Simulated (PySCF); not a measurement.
Isomers of C7H10N2, mass 122.084 u with the commonest isotopes. Level of theory: PBE0-D3(BJ)/def2-SVP geometry optimisation, gas phase in PySCF. One conformer each, none proved a minimum here; rigid rotors.

Problem. Order these by out-of-plane moment Σ m c² = (Ia + Ib − Ic)/2, largest first.
A. `[CH3:1][CH2:2][c:3]1[n:4][n:5][cH:6][cH:7][c:8]1[CH3:9]` with C1–C2–C3–N4 0°
B. `[CH3:1]/[N:2]=[CH:3]\[C:4]([C:5]#[N:6])=[C:7]([CH3:8])[CH3:9]` with N2–C3–C4–C5 -38°
C. `[CH:1]#[C:2][CH2:3][N:4]1[CH2:5][C@H:6]([CH3:7])[CH:8]=[N:9]1` with C2–C3–N4–C5 -65°, C3–N4–C5–C6 -159°, N4–C5–C6–C7 148°, C5–C6–C8–N9 -16°, C3–N4–N9–C8 153°
D. `[CH3:1][N:2]([CH3:3])/[CH:4]=[CH:5]/[CH:6]=[CH:7]/[C:8]#[N:9]` with C4–C5–C6–C7 180°
E. `[CH3:1][CH2:2][NH:3][c:4]1[cH:5][cH:6][cH:7][cH:8][n:9]1` with C1–C2–N3–C4 -78°, C2–N3–C4–C5 173°
F. `[CH3:1][c:2]1[cH:3][cH:4][n:5][n:6]1[CH:7]1[CH2:8][CH2:9]1` with N5–N6–C7–C8 52°

Solution. E (22.70 u·Å²), F (21.38 u·Å²), B (19.20 u·Å²), C (17.30 u·Å²), A (4.68 u·Å²), D (3.55 u·Å²).

Problem. Order these by rotational constant B, largest first.
A. `[CH3:1][CH2:2][c:3]1[n:4][n:5][cH:6][cH:7][c:8]1[CH3:9]` with C1–C2–C3–N4 0°
B. `[CH:1]#[C:2][CH2:3][N:4]1[CH2:5][C@H:6]([CH3:7])[CH:8]=[N:9]1` with C2–C3–N4–C5 -65°, C3–N4–C5–C6 -159°, N4–C5–C6–C7 148°, C5–C6–C8–N9 -16°, C3–N4–N9–C8 153°
C. `[CH3:1][c:2]1[cH:3][cH:4][n:5][n:6]1[CH:7]1[CH2:8][CH2:9]1` with N5–N6–C7–C8 52°
D. `[CH3:1][N:2]([CH3:3])/[CH:4]=[CH:5]/[CH:6]=[CH:7]/[C:8]#[N:9]` with C4–C5–C6–C7 180°
E. `[CH3:1][CH2:2][NH:3][c:4]1[cH:5][cH:6][cH:7][cH:8][n:9]1` with C1–C2–N3–C4 -78°, C2–N3–C4–C5 173°
F. `[CH3:1]/[N:2]=[CH:3]\[C:4]([C:5]#[N:6])=[C:7]([CH3:8])[CH3:9]` with N2–C3–C4–C5 -38°

Solution. A (1573 MHz), C (1444 MHz), F (1280 MHz), E (1074 MHz), B (960.4 MHz), D (508.2 MHz).

Problem. Order these by radius of gyration √(Σ m r²/M), smallest first.
A. `[CH3:1][CH2:2][NH:3][c:4]1[cH:5][cH:6][cH:7][cH:8][n:9]1` with C1–C2–N3–C4 -78°, C2–N3–C4–C5 173°
B. `[CH3:1]/[N:2]=[CH:3]\[C:4]([C:5]#[N:6])=[C:7]([CH3:8])[CH3:9]` with N2–C3–C4–C5 -38°
C. `[CH:1]#[C:2][CH2:3][N:4]1[CH2:5][C@H:6]([CH3:7])[CH:8]=[N:9]1` with C2–C3–N4–C5 -65°, C3–N4–C5–C6 -159°, N4–C5–C6–C7 148°, C5–C6–C8–N9 -16°, C3–N4–N9–C8 153°
D. `[CH3:1][N:2]([CH3:3])/[CH:4]=[CH:5]/[CH:6]=[CH:7]/[C:8]#[N:9]` with C4–C5–C6–C7 180°
E. `[CH3:1][CH2:2][c:3]1[n:4][n:5][cH:6][cH:7][c:8]1[CH3:9]` with C1–C2–C3–N4 0°
F. `[CH3:1][c:2]1[cH:3][cH:4][n:5][n:6]1[CH:7]1[CH2:8][CH2:9]1` with N5–N6–C7–C8 52°

Solution. F (2.027 Å), E (2.075 Å), A (2.172 Å), B (2.217 Å), C (2.288 Å), D (2.952 Å).

```csv
SMILES,point group,Ia (u·Å²),Ib (u·Å²),Ic (u·Å²),κ,μa (D),μb (D),μc (D)
C/N=C\C(C#N)=C(C)C,C1,224.26,394.77,580.62,-0.41,3.50,2.43,0.89
CCc1nnccc1C,–,209.35,321.22,521.21,-0.16,0.76,4.28,0.01
Cc1ccnn1C1CC1,C1,172.82,350.09,480.16,-0.58,0.17,2.54,0.01
C#CCN1C[C@H](C)C=N1,C1,130.43,526.20,622.05,-0.90,0.95,1.80,0.38
CCNc1ccccn1,C1,128.44,470.47,553.50,-0.89,0.44,1.78,0.48
CN(C)/C=C/C=C/C#N,–,72.81,994.54,1060.26,-0.99,9.09,0.67,0.13
```
